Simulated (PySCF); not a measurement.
# Ligand-field analysis of TcF6

TcF6 holds Tc(VI), d1, at total charge 0. The structure is a PBE0-D3(BJ)/def2-TZVP geometry optimised for multiplicity 2; coordination octahedral, point group Oh, metal–donor distances 1.81 Å.

The d shell alone is too small an active space for TcF6 (an active orbital has only 0.56 squared overlap with the free ion's shell): its levels, fitted parameters, g values and moments show what this model gives and aren't sound predictions.

```
7

Tc    0.0000    0.0000    0.0000
F     1.8081    0.0000    0.0000
F    -1.8081    0.0000    0.0000
F     0.0000    1.8081    0.0000
F     0.0000   -1.8081    0.0000
F     0.0000    0.0000    1.8081
F     0.0000    0.0000   -1.8081
```

Method (PySCF 2.14, density fitting): CASSCF(1,5) with orbitals averaged over all microstates of the shell, strongly contracted NEVPT2 on the averaged canonical orbitals; basis x2c-TZVPall on the metal, x2c-SVPall elsewhere; spin-free X2C; gas phase; spin-orbit coupling by state interaction with the mean-field operator over all roots.

Spin-free states:

| 2S+1 | deg. | symmetry | free-ion term | CASSCF / cm⁻¹ | NEVPT2 / cm⁻¹ | f(ED) | occupations |
| --- | --- | --- | --- | --- | --- | --- | --- |
| 2 | 3 | 2T2g | 2D 1.00 | 0 | 0 | – | 0.3 0.3 0.3 0.0 0.0 |
| 2 | 2 | 2Eg | 2D 1.00 | 43334 | 42775 | 0 | 0.0 0.0 0.0 0.5 0.5 |

Energies are counted from the ground state at NEVPT2 level. Weights follow the labels. f(ED) is the electric-dipole oscillator strength from the ground state at the fixed geometry, without vibronic coupling; occupations, where given, run over the ligand-field orbitals from the lowest.

## Ligand-field fit

```json
{"cm⁻¹": "10Dq", "CASSCF": "43334", "NEVPT2": "42775"}
```

```
orbital  CASSCF / cm⁻¹  NEVPT2 / cm⁻¹  metal share   main function
      1              0              0         0.80  degenerate set
      2              0              0         0.80  degenerate set
      3              0              0         0.80  degenerate set
      4          43335          42775         0.68  degenerate set
      5          43334          42775         0.68  degenerate set
```

ζ = 948 cm⁻¹, against 1310 for the free ion.

## Spin-orbit levels

```
E / cm⁻¹  deg.    make-up    g (S′ = 1/2)
     0.0     4  1.00 2T2g               –
  1483.3     2  1.00 2T2g  1.82 1.82 1.82
 43320.8     4   1.00 2Eg               –
```

## Magnetism

Degenerate or low-lying orbital states mix with the ground state, so no spin-only Hamiltonian applies. The lowest spin-orbit level is 4-fold; the next lies at 1483.3 cm⁻¹. μeff is 0.89 μB at 300 K and 0.23 μB at 10 K; the spin-only value is 1.73 μB.

```tsv
T / K	χT / cm³ K mol⁻¹	μeff / μB
2	0.004	0.18
5	0.005	0.20
10	0.007	0.23
20	0.010	0.28
30	0.013	0.32
50	0.019	0.39
75	0.027	0.47
100	0.035	0.53
150	0.051	0.64
200	0.067	0.73
250	0.083	0.81
300	0.099	0.89
```

Powder magnetisation at 2 K: 0.00 μB at 0.5 T, 0.00 μB at 1 T, 0.01 μB at 2 T, 0.01 μB at 3 T, 0.02 μB at 5 T, 0.03 μB at 7 T.

Charge-transfer states lie outside this active space and may come lower than some of these levels. The ground state is orbitally degenerate in this regular structure, which would distort (Jahn–Teller), so its moment is that of the undistorted model. NEVPT2 on the d shell alone tends to put d–d bands too high for such charged or covalently bound ions.

The job took 11 s on one thread of Arm Neoverse V2 (shared host), with 147 basis functions, launched as `OMP_NUM_THREADS=1 python lf_run.py task.json out`.
